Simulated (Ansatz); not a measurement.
```yaml
crystal:
  periodic: [false, false, false]
  atoms:
    - {symbol: F, position_ang: [-2.118339, 1.045125, 0.364631]}
    - {symbol: Sn, position_ang: [-0.300692, 0.925230, -0.274768]}
    - {symbol: C, position_ang: [0.329159, -1.042426, 0.301581]}
    - {symbol: Cl, position_ang: [2.012009, -1.262292, -0.246747]}
    - {symbol: H, position_ang: [-0.400533, 1.107675, -1.961979]}
    - {symbol: H, position_ang: [0.550078, 2.146871, 0.546046]}
    - {symbol: H, position_ang: [-0.283930, -1.809639, -0.166430]}
    - {symbol: H, position_ang: [0.304447, -1.167644, 1.381965]}
basis:
  gaussian: {orbitals: STO-3G, nuclear_model: gaussian}
hamiltonian: {xc: {name: SPW92}}
scf: {max_iter: 3}
output: {forces: true}
```

```sh
$ ansatz run in.yaml --threads 4 --pin off --events-out ev --progress --plain --max-ram 10444MiB
```

Q: How does Ansatz answer? (Estimate.)

A: Ansatz gave: The program refused the input.
```
Error: invalid value for `basis.gaussian`: such a run doesn't read scf.max_iter; remove what it names
```
